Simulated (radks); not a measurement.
Values are calculated unless marked as measured or tabulated.
Problem. Ionisation of the lutetium ion Lu65+, [He] 2s2 2p2, to Lu66+, [He] 2s2 2p1, under several functionals. Scalar-relativistic Kohn-Sham, spin-polarised, spherical densities, finite nucleus; open shells are filled with parallel spins first (spin-orbit coupling, left out, can overturn this in heavy ions); a radial shooting solver on a logarithmic mesh with Libxc functionals. Known Delta-SCF values: OLYP 15948.1 eV. What does LDA (Slater exchange, VWN5 correlation) give, and what is its highest occupied eigenvalue?

Solution. 15936.0 eV by Delta-SCF; the 2p eigenvalue is -15779.8 eV. NIST: 16730 eV (theoretical).
